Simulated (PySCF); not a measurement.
Bromine: a sound run and one with changed settings

Sound run: Br [Ar] 3d10 4s2 4p5, Br⁺ [Ar] 3d10 4s2 4p4. All numbers are calculated (PySCF 2.14, a scalar-relativistic core potential, in cc-pVTZ-PP with ECP10MDF (5s4p3d1f, 39 functions)). In the sound run the correlated levels freeze 3s2 3p6 3d10 outside the core potential. The sound run starts from symmetry-adapted Hartree-Fock orbitals and uses a fine grid where one is needed.

Changed run: initial guess 1e, at most 50 SCF cycles.

```
species   method  sound run (hartree)  changed run (hartree)  converged
     Br      UHF           -415.49139             -415.49139        yes
     Br     PBE0           -416.78045             -416.78045        yes
     Br  CCSD(T)           -415.64937             -415.64937        yes
    Br⁺      LDA           -415.77650             -415.77650        yes
    Br⁺      MP2           -415.20114             -415.20114        yes
```

Here the plain start reaches the same solutions.
